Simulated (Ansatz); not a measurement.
## How methods differ on SiH2Br− (SMILES [SiH2-]Br)

SiH2Br−: 4 atoms, total charge -1, spin state singlet. As SMILES, `[SiH2-]Br`. The coordinates come from a GFN2-xTB relaxation.

| atom | x (Å) | y (Å) | z (Å) |
| --- | --- | --- | --- |
| Si | -0.1920 | -0.3430 | -0.6194 |
| Br | 1.6877 | -0.2714 | 0.9111 |
| H | -1.2099 | -0.5300 | 0.4614 |
| H | -0.2858 | 1.1444 | -0.7531 |

Each level gives the energy change with the Si1–H3 bond stretched from 1.496 to 2.993 Å (eV). The values are calculated.

```csv
level,kind,program,value (eV),less FCI/STO-3G
HF/STO-3G (restricted),Hartree–Fock,Ansatz,6.09,+1.82
SVWN5/STO-3G (restricted),LDA,Ansatz,4.34,+0.07
PBE/STO-3G (restricted),GGA,Ansatz,4.05,-0.22
r2SCAN/STO-3G (restricted),meta-GGA,Ansatz,4.35,+0.08
r2SCAN0/STO-3G (restricted),hybrid meta-GGA,Ansatz,4.89,+0.62
wB97M-V/STO-3G (restricted),range-separated hybrid,Ansatz,5.07,+0.80
B2PLYP/STO-3G (restricted),double hybrid,Ansatz,4.62,+0.35
CCSD(T)/STO-3G (restricted),coupled cluster or CI,Ansatz,4.20,-0.07
CCSDT/STO-3G (restricted),coupled cluster or CI,Ansatz,4.26,-0.01
FCI/STO-3G,exact in the basis,Ansatz,4.27,0.00
```

FCI/STO-3G is exact within its basis and frozen core, so for wave-function methods in that basis the difference is their error; functionals converge differently with the basis, so for them it is only a difference. A spin-restricted reference rises too steeply as a bond breaks; here HF/STO-3G, r2SCAN0/STO-3G, wB97M-V/STO-3G lie well above the multireference or unrestricted value. All-electron rows without a relativistic Hamiltonian named are non-relativistic. Sets without diffuse functions describe the anion poorly. The first shape isn't each level's own minimum. The values span 4.05 to 6.09 eV. All rows use very small basis sets, so none should be taken for the real molecule's value. In the correlated wave-function rows the outer d shell of Br is correlated, in sets not made for it.
